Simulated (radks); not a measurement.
Li I, 3 electrons, occupied as 2s1 3d2 (not the ground configuration).

Method: scalar-relativistic Kohn-Sham, PBEsol, spin-unpolarised, spherical densities, finite nucleus; Fermi nuclear charge, rms radius 2.444 fm; without spin polarisation the odd electron is poorly described; computed with a radial shooting solver on a logarithmic mesh with Libxc functionals.

Energy parts (hartree):
| part | energy |
|---|---|
| total | -1.45278 |
| kinetic | 1.42013 |
| electron-nucleus | -3.39970 |
| Hartree | 0.93487 |
| exchange-correlation | -0.40808 |

Orbitals (lengths in bohr, moments of r in powers of bohr; r(max) is where P^2 peaks; r(90%) holds 90 % of the orbital's charge):
orbital  occ.  eigenvalue (hartree)    <r>  r(90%)  r(max)  <r^2>
2s          1              -0.55758  2.085    3.20   1.775  5.103
3d          2              -0.04087  5.877    9.35   4.682  41.41

The highest occupied level is 3d at -1.112 eV. Summed over all electrons, <r^2> = 87.92 bohr^2, which gives a Langevin (diamagnetic) susceptibility term of -69.6 x 10^-6 cm^3/mol. The electron density at the nucleus is 0.9834 e/bohr^3 (large components only).

Empty levels of this run are not shown, since the potential may be unsettled where no density lies.
